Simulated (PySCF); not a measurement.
Structure problem from calculated spectra and properties.

Formula: C6H7NO.

| Property | Result |
| --- | --- |
| UV, strongest line | among the 10 lowest singlet transitions: S8 at 6.80 eV (182 nm, f = 0.419) [TDDFT CAM-B3LYP/def2-SVPD] |
| Valence photoelectron | vertical ionisation energy: 8.15 eV [ΔSCF CAM-B3LYP/def2-SVPD] |
| Rotational structure | rotational constants A, B, C: 3.570, 2.285, 1.405 GHz [PBE0-D3(BJ)/def2-SVP] |
| 13C NMR | chemical shifts (computed TMS as zero) by class: 157.4 (1 C), 145.6 (1 C), 131.1 (1 C), 129.2 (1 C), 122.6 (1 C), 20.8 (1 C) ppm [GIAO B3LYP/pcSseg-1] |
| Couplings | largest of the computed one-bond spin–spin couplings (means over like bonds): 13C–1H +193.9, 13C–1H +175.2, 13C–1H +171.8, 13C–1H +169.3, 13C–1H +137.2 (×3), 13C–13C +70.1, 13C–13C +68.1, 13C–13C +62.2 Hz [B3LYP/pcJ-1, spin–dipole term left out] |
| Triplet | lowest triplet excitation (Tamm–Dancoff): 2.71 eV [TDA CAM-B3LYP/def2-SVPD] |

The electronic properties come from PySCF, for the isolated species, density fitting. Levels stand in brackets. Isolated species at its PBE0-D3(BJ)/def2-SVP geometry, gas phase. Each NMR value is the plain mean over a class of atoms that symmetry, rotation or inversion makes alike.

Q: Propose a structure and show how it fits.

A: Numbering: `[CH3:1][c:2]1[cH:3][cH:4][cH:5][cH:6][n+:7]1[O-:8]`. Its formula, C6H7NO, gives 4 degrees of unsaturation: 1 ring and 3 π bonds in the structure found (Kekulé form). 6 carbons fall into 6 classes; from least to most shielded: substituted aromatic carbon [C2] (157.4 ppm), aromatic CH next to a ring nitrogen [C6] (145.6 ppm), aromatic CH carbon [C3] (131.1 ppm), aromatic CH carbon [C5] (129.2 ppm), aromatic CH carbon [C4] (122.6 ppm), benzylic-type carbon [C1] (20.8 ppm). The couplings run between: +193.9 Hz, aromatic CH next to a ring nitrogen [C6] and its hydrogen; +175.2 Hz, aromatic CH carbon [C4] and its hydrogen; +171.8 Hz, aromatic CH carbon [C5] and its hydrogen; +169.3 Hz, aromatic CH carbon [C3] and its hydrogen; +137.2 Hz, benzylic-type carbon [C1] and its hydrogen (with 2 like pairs); +70.1 Hz, substituted aromatic carbon [C2] and aromatic CH carbon [C3]; +68.1 Hz, aromatic CH carbon [C5] and aromatic CH next to a ring nitrogen [C6]; +62.2 Hz, aromatic CH carbon [C3] and aromatic CH carbon [C4]. The first electron is taken from the HOMO, whose largest Löwdin shares are 0.44 on the N-oxide oxygen, 0.14 on an aromatic CH carbon, 0.13 on the N-oxide nitrogen and 0.09 on the substituted aromatic carbon. The optimised geometry has point group Cs and is an asymmetric top. Structure: 2-methylpyridine-N-oxide, `c1cc[n+](c(c1)C)[O-]`. Computed isomers that give other values at the same levels: `COc1ccccn1` (rotational constant A: 5.210 GHz; this holds for the one conformer computed); `OCc1ccccn1` (rotational constant A: 5.056 GHz; this holds for the one conformer computed); `Nc1cccc(O)c1` (rotational constant A: 3.749 GHz; this holds for the one conformer computed). The assignments are read from this structure; whether some other isomer fits the data as well wasn't checked.
